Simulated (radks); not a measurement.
Problem. The mean radii <r> (bohr) of the occupied orbitals of an atom or ion are listed with their occupations. Method: non-relativistic Kohn-Sham, TPSS, spin-polarised, spherical densities, point nucleus; meta-GGA in the generalised Kohn-Sham scheme; computed with a radial shooting solver on a logarithmic mesh with Libxc functionals.

orbital  occ.      <r>
1s          2  0.03169
2s          2   0.1371
2p          6   0.1171
3s          2   0.3665
3p          6   0.3573
3d         10   0.3271
4s          2   0.7850

Name the element and its charge. Open shells, if any, are filled with parallel spins first.

Solution. Z = 48, cadmium, charge +18: Cd18+ in [Ar] 3d10 4s2. The 1s radius gives Z: for a bare nucleus <r> = 1.5/Z, 0.03125 bohr for Z = 48, and screening makes it slightly larger (0.03169 here). The occupations add up to 30, and the charge is Z minus that.
